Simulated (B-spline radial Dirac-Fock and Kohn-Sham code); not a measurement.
Subshell cross sections of Pr, photon energy 311 eV

System: neutral praseodymium, [Xe] 4f3 6s2.

The computed values come from an atomic code on a B-spline grid: independent-particle photoionisation in a Dirac-Hartree-Slater potential with a Latter tail, all multipoles, thresholds from Dirac-Fock ΔSCF. The asymmetry parameter β is from the dipole term alone. Kinetic energies are from the vacuum level. Open shells are spread statistically over j, without multiplet splitting.

The last column is dσ/dΩ = σ/(4π) · [1 + β P₂(cos θ)] at θ = 0° from the polarisation vector of linearly polarised light.

```csv
subshell,electrons,binding (eV),kinetic (eV),σ (kb),β,dσ/dΩ (kb/sr)
4p1/2,2,250.7,60.33,100,-0.18,6.57
4p3/2,4,230.1,80.90,307,0.12,27.4
4d3/2,4,121.6,189.4,335,0.04,27.9
4d5/2,6,118.1,192.9,?,?,?
4f5/2,1.29,4.47,306.5,186,0.81,26.8
4f7/2,1.71,4.16,306.8,242,0.82,35.1
5s,2,46.76,264.2,37.5,1.95,8.81
5p1/2,2,27.18,283.8,24.9,1.09,4.16
5p3/2,4,24.37,286.6,61.9,1.10,10.3
6s,2,4.50,306.5,3.34,1.96,0.785
```

Question: What are σ and β for 4d5/2?

Answer: σ = 531 kb, the largest of all subshells and 29 % of the total, and β = 0.21, which gives dσ/dΩ = 51.3 kb/sr.

Run: 11 s of CPU time on 1 thread of Neoverse-N1 (shared host), peak memory 0.46 GiB.
